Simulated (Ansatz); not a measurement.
Consider the redistribution: `SB1CO1` + `C[Se][SiH2]S` → `C[Se]B1CO1` + `S[SiH2]S`.

Calculated with Ansatz (gas phase, PBE0-D4/def2-TZVP geometries, no zero-point term in ΔE). CBS: MP2 limit from def2 TZ/QZ plus the TZ coupled-cluster correction, frozen cores. Functionals use def2-TZVPP. For Se outer-core shells are correlated without core-valence functions, which leaves a few kJ/mol of doubt a bond. Scalar relativity is left out up to krypton. One conformer a species, not always the lowest.

| level | ΔE (kcal/mol) |
| --- | --- |
| PBE | 3.6 |
| HF/def2-TZVPP | 2.9 |

**Question.** What does CCSD(T)/CBS give? (Estimate.)

**Answer.** The calculation gave: +3.1 kcal/mol. The listed levels differ from it by 0.5, -0.2 kcal/mol.

Largest T1 diagnostic among the species: 0.015.
